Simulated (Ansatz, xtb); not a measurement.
# Isomers of CH9NOSi3 in order of energy

4 gas-phase structures of CH9NOSi3, from a drawn sample of its isomers (lower ones may exist). Each was relaxed with GFN2-xTB; where two conformers were screened, the lower at r2SCAN-D4/def2-SVP is listed:

A. `C=N[SiH2][SiH2]O[SiH3]`, a singlet
B. `C1N[SiH2]O[SiH2][SiH2]1`, a singlet
C. `N[Si@H]1C[SiH2][SiH2]O1`, a singlet
D. `[SiH3][Si@@H]1CN[SiH2]O1`, a singlet

Question: Make a reasoned guess at their ranking by r2SCAN-D4/def2-SVP single-point energy.

Answer: Calculated order at r2SCAN-D4/def2-SVP: C (0.0), B (83.1), D (107.0), A (222.0) kJ/mol.

Energies above the lowest of each column, in kJ/mol; the last columns are at PBE0-D3(BJ)/def2-SVP geometries and were run for some of them only (a dash: not run or not comparable):

```json
{"structure": "C", "GFN2-xTB": "32.8", "HF/STO-3G": "0.0", "r2SCAN-D4/def2-SVP": "0.0", "PBE0-D3(BJ)/def2-SVP": "0.0", "CCSD(T)/def2-SVP + ΔMP2/def2-TZVPP": "0.0"}
{"structure": "B", "GFN2-xTB": "0.0", "HF/STO-3G": "55.1", "r2SCAN-D4/def2-SVP": "83.1", "PBE0-D3(BJ)/def2-SVP": "81.8", "CCSD(T)/def2-SVP + ΔMP2/def2-TZVPP": "92.7"}
{"structure": "D", "GFN2-xTB": "10.9", "HF/STO-3G": "45.9", "r2SCAN-D4/def2-SVP": "107.0", "PBE0-D3(BJ)/def2-SVP": "–", "CCSD(T)/def2-SVP + ΔMP2/def2-TZVPP": "–"}
{"structure": "A", "GFN2-xTB": "62.2", "HF/STO-3G": "269.8", "r2SCAN-D4/def2-SVP": "222.0", "PBE0-D3(BJ)/def2-SVP": "–", "CCSD(T)/def2-SVP + ΔMP2/def2-TZVPP": "–"}
```

CCSD(T)/def2-SVP + ΔMP2/def2-TZVPP puts C lowest of those it was run on; GFN2-xTB picks B. Some further structures that were screened fall inside this span and aren't listed. Flexible structures stand in one conformer each, not always the lowest. Frequencies (GFN2-xTB) were run for B, C alone. The ΔMP2 step shifts differences by up to 16.9 kJ/mol, which makes them less sure. ΔMP2 is the change of the MP2 energy from the smaller to the larger basis.

Over these structures GFN2-xTB departs from r2SCAN-D4/def2-SVP by 54.7 kJ/mol on average once a common shift is removed. A GFN2-xTB relaxation took about 0.16 s and the r2SCAN-D4/def2-SVP energy about 2.2 s on a shared host (Ansatz 0.2.0, xtb 6.7.1).
